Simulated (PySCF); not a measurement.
Level of theory: PBE-D3(BJ)/def2-TZVP // B3LYP-D3(BJ)/def2-TZVP run with PySCF 2.14.0. Isolated molecules, 0 K electronic values unless said otherwise. One relaxed conformer stands for a flexible species; it need not be the lowest. Delta-SCF ions had no search for a lower state. Excitations are Tamm–Dancoff values on a coarser integration grid. The basis has no diffuse functions, so Rydberg states are missing or too high.

Reference species (SMILES): `N#C[SiH2]N` (neutral, multiplicity 1).

```yaml
T1 excitation (TDA): 4.99 eV
HOMO: -6.87 eV
vertical ionisation energy (Delta-SCF): 10.32 eV
```

Changed species: `N=C=[SiH]N`.

**Question.** Give the shifts of the T1 excitation (TDA), HOMO and vertical ionisation energy (Delta-SCF).

**Answer.** the T1 excitation (TDA) falls by 3.27 eV, to 1.72 eV; the HOMO rises by 2.16 eV, to -4.71 eV; the vertical ionisation energy (Delta-SCF) drops by 2.70 eV, to 7.62 eV.
